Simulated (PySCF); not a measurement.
Geometries of 3 isomers of C4H8O3S, from PBE0-D3(BJ)/def2-SVP geometry optimisation, gas phase in PySCF. One conformer each, no zero-point energy, no frequencies.

Question: Which isomer lies lowest at this level?
A.
```xyz
16
angstrom
C      1.553    0.401   -0.595
S      0.797    0.775    0.981
O      0.920    2.214    1.195
O      1.309   -0.184    1.956
C     -0.952    0.417    0.797
C     -1.625    0.957   -0.463
O     -1.642   -0.345   -1.044
C     -1.283   -0.948    0.198
H      1.389   -0.650   -0.862
H      2.621    0.587   -0.419
H      1.173    1.080   -1.367
H     -1.361    0.686    1.781
H     -2.640    1.352   -0.278
H     -1.064    1.698   -1.057
H     -0.452   -1.670    0.114
H     -2.135   -1.449    0.690
```
B.
```xyz
16
angstrom
C      2.564    0.355    0.911
C      1.884   -0.539    0.193
C      0.856   -0.160   -0.821
O     -0.458   -0.612   -0.456
S     -1.145    0.136    0.821
C     -2.829   -0.092    0.326
O     -0.794    1.546    0.767
O     -0.904   -0.636    2.022
H      2.388    1.429    0.793
H      3.306    0.047    1.652
H      2.041   -1.612    0.348
H      1.037   -0.656   -1.786
H      0.836    0.930   -0.978
H     -3.010   -1.168    0.216
H     -2.997    0.444   -0.615
H     -3.446    0.322    1.134
```
C.
```xyz
16
angstrom
C     -1.145    1.252   -0.533
C     -0.665    0.226    0.474
C     -0.085   -1.057   -0.140
C      1.331   -0.714   -0.575
S      1.848    0.610    0.553
O      2.780    0.141    1.553
O      2.115    1.816   -0.207
O      0.387    0.754    1.289
H     -1.446    2.171   -0.012
H     -2.010    0.866   -1.093
H     -0.352    1.524   -1.246
H     -1.472   -0.021    1.179
H     -0.057   -1.840    0.632
H     -0.697   -1.423   -0.976
H      2.056   -1.530   -0.459
H      1.401   -0.293   -1.586
```

Answer: C. That is 1,3-butanesultone (`O=S1(O[C@H](CC1)C)=O`), 24.1 kcal/mol below the next.

```json
{"SMILES": "C[C@H]1CCS(=O)(=O)O1", "atoms numbered as above": "[CH3:1][C@H:2]1[CH2:3][CH2:4][S:5](=[O:6])(=[O:7])[O:8]1", "E (Eh)": "-780.08128", "relative (kcal/mol)": "0.0", "relative (kJ/mol)": "0.0", "dipole (D)": "5.66"}
{"SMILES": "C=CCOS(C)(=O)=O", "atoms numbered as above": "[CH2:1]=[CH:2][CH2:3][O:4][S:5]([CH3:6])(=[O:7])=[O:8]", "E (Eh)": "-780.04280", "relative (kcal/mol)": "24.1", "relative (kJ/mol)": "101.0", "dipole (D)": "2.75"}
{"SMILES": "CS(=O)(=O)C1COC1", "atoms numbered as above": "[CH3:1][S:2](=[O:3])(=[O:4])[CH:5]1[CH2:6][O:7][CH2:8]1", "E (Eh)": "-780.03282", "relative (kcal/mol)": "30.4", "relative (kJ/mol)": "127.2", "dipole (D)": "2.91"}
```

As drawn, the highest has a four-membered ring, which the lowest lacks.
